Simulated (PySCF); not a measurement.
C7H7FS.
Numbering: `[CH:1]#[C:2][C@@:3]([F:4])([CH:5]=[S:6])[CH:7]1[CH2:8][CH2:9]1` (hydrogens: H10 on C1; H11 on C5; H12 on C7; H13, H14 on C8; H15, H16 on C9)

Method: PySCF, TDDFT CAM-B3LYP/def2-SVPD, vertical, gas phase, core orbitals frozen in the response. Geometry: GFN2-xTB, one conformer, isolated molecule. Torsions of this conformer, `[CH:1]#[C:2][C@@:3]([F:4])([CH:5]=[S:6])[CH:7]1[CH2:8][CH2:9]1`: C2–C3–C5–S6 -129°, C2–C3–C7–C8 38°.

Lowest singlets, with some entries withheld (?).

| state | ν̃ (cm⁻¹) | f | main configurations (H = HOMO, L = LUMO) |
| --- | --- | --- | --- |
| S1 | 18980 | ? | H→L (98%) |
| S2 | 46050 | 0.011 | ? |
| S3 | 47510 | 0.230 | H-1→L (77%) |
| S4 | 48770 | 0.058 | ? |
| S5 | ? | 0.060 | H→L+1 (62%), H-2→L+1 (14%) |
| S6 | 51290 | ? | ? |
| S7 | 52260 | 0.048 | H→L+2 (26%), H-2→L+1 (22%), H-1→L+1 (8%) |
| S8 | ? | ? | H→L+2 (28%), H→L+4 (16%), H→L+7 (16%) |

(1) What stands in place of each question mark?

(2) How far apart are S3 and S7, in eV and cm⁻¹?

(3) What is the mean static polarisability from the same response equations?

(4) Where do the lowest triplets lie (Tamm–Dancoff)?

Results:

(1) 
- S1: f = 0.0001
- S2: H-2→L (80%)
- S4: H-3→L (79%)
- S5: ν̃ = 49930 cm⁻¹
- S6: f = 0.0061; H-4→L (85%)
- S8: ν̃ = 53900 cm⁻¹; f = 0.0039

(2) 6.480 − 5.890 = 0.590 eV, or about 4750 cm⁻¹.

(3) 98.7 au (14.63 Å³), with principal values 79.6, 92.5 and 124.0 au.

(4) T1 1.85 eV, H→L (98%); T2 3.25 eV, H-1→L (64%), H-5→L (23%); T3 5.16 eV, H-2→L (48%). E(S1) − E(T1) = +0.51 eV.
